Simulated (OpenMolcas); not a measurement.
Computed levels of 4d⁵ in ions with 41 electrons, in cm-1 above ⁶S_5/2.

```yaml
Program: OpenMolcas 26.06
Method: CASSCF
Basis: ANO-R2
Scalar_Hamiltonian: X2C, finite nucleus
Spin-orbit_coupling: RASSI with atomic mean-field integrals over the reference wave functions, term energies averaged over their components
```

Active space for each ion: 5 electrons in 5 orbitals (4d).

| Level | Mo+ | Ru3+ | Rh4+ | Pd5+ | Ag6+ |
| --- | --- | --- | --- | --- | --- |
| ⁴G_5/2 | 20704 | 27535 | 30311 | 32407 | 34990 |
| ⁴G_7/2 | 20772 | 27731 | 30616 | 32900 | 35688 |
| ⁴G_11/2 | 20791 | 27785 | 30700 | 33034 | 35874 |
| ⁴G_9/2 | 20813 | 27847 | 30795 | 33182 | 36077 |
| ⁴P_5/2 | 23642 | 31127 | 34042 | 36093 | 38794 |
| ⁴P_3/2 | 23815 | 31560 | 34648 | 36926 | 39829 |
| ⁴P_1/2 | 24045 | 32139 | 35459 | 38040 | 41241 |
| ⁴D_7/2 | 25613 | 34079 | 37587 | 40395 | 43799 |
| ⁴D_1/2 | 25849 | 34719 | 38536 | 41777 | 45612 |

Task: Estimate ⁴G_5/2, ⁴G_7/2 for Tc2+ from its neighbours Mo+ and Ru3+.

Result: ⁴G_5/2 is another term, which grows about linearly with the charge: (20704 + 27535) / 2 = 24120. The calculation gives 24414, so the estimate is off by -1.2 %.
⁴G_7/2 is another term, which grows about linearly with the charge: (20772 + 27731) / 2 = 24252. The calculation gives 24534, so the estimate is off by -1.1 %.

Mixed levels, with the weight of the term that names them: Tc2+ ⁴P_5/2 (74 %), Ru3+ ⁴P_5/2 (69 %), Ru3+ ⁴P_3/2 (73 %), Rh4+ ⁴P_5/2 (64 %), Rh4+ ⁴P_3/2 (69 %), Pd5+ ⁴P_5/2 (60 %), Pd5+ ⁴P_3/2 (65 %), Ag6+ ⁴P_5/2 (56 %), Ag6+ ⁴P_3/2 (62 %).

Without dynamic correlation excited terms often stand tens of per cent too high (terms of higher spin than the ground term too low), and those without a measured partner can miss by more than the paired ones. Some high roots are left out of the spin-orbit mixing, which shifts the levels that they would mix with (holds for Mo+). Configurations with an s electron lie low at this charge and mix in, so terms can be misplaced (holds for Mo+). Levels of configurations with an s electron are missing; early in the row they begin among the upper levels of the d shell and mix with terms of their name (holds for Tc2+). Levels of configurations outside the active space are missing.
